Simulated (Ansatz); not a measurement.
Compare A (`NCOC[SiH3]`) with its isomer B (`CO[SiH](C)N`).

Calculated with Ansatz (gas phase, PBE0-D4/def2-TZVP geometries, no zero-point term in ΔE). CCSD(T)/CBS adds triple-zeta CCSD(T) − MP2 to the extrapolated MP2 energy (def2 sets, frozen cores). Functionals use def2-TZVPP. B3LYP here is the variant with VWN-RPA as its local correlation; programs differ in this. Each species was taken in one conformer, which may not be the lowest.

A:

```xyz
14

N    -0.179    1.382   -1.703
C     0.307    0.033   -1.627
O     0.663   -0.327   -0.316
C    -0.432   -0.350    0.577
Si    0.215   -0.683    2.314
H     0.560    2.060   -1.818
H    -0.871    1.510   -2.425
H    -0.483   -0.636   -1.997
H     1.218   -0.146   -2.210
H    -1.152   -1.132    0.286
H    -0.970    0.606    0.555
H     1.133    0.403    2.745
H    -0.945   -0.736    3.247
H     0.937   -1.981    2.372
```

B:

Z-matrix (Å, degrees):
```
C
O 1 1.404
H 1 1.098 2 111.9
H 1 1.092 2 108.6 3 -119.4
H 1 1.097 2 111.7 3 121.5
Si 2 1.652 1 122.6 3 -48.1
N 6 1.706 2 111.2 1 169.1
C 6 1.861 2 110.3 1 -69.9
H 6 1.491 2 106.8 1 51.2
H 7 1.007 6 120.2 2 -66.2
H 7 1.007 6 120.1 2 78.1
H 8 1.094 6 110.9 2 -64.4
H 8 1.092 6 110.9 2 175.3
H 8 1.093 6 111.0 2 55.2
```

Which isomer does CCSD(T)/CBS put lower? Give the gap. (Estimate.)

The calculation gave: B, by 73.3 kcal/mol.

Give E(B) − E(A) in kcal/mol with ωB97M-V, HF/def2-TZVPP, CCSD/def2-TZVPP, B3LYP, r2SCAN-D4, CCSD(T)/def2-TZVPP, B2PLYP. (An estimate is asked.)

Ansatz gave: ωB97M-V -72.3, HF/def2-TZVPP -73.7, CCSD/def2-TZVPP -72.4, B3LYP -70.8, r2SCAN-D4 -72.6, CCSD(T)/def2-TZVPP -71.8, B2PLYP -72.6. None reverses the order clearly.

Largest T1 diagnostic: 0.011.

From PBE to PBE0 (25 % exact exchange), in def2-TZVPP and without D4, E(B) − E(A) moves by −2.4 kcal/mol.
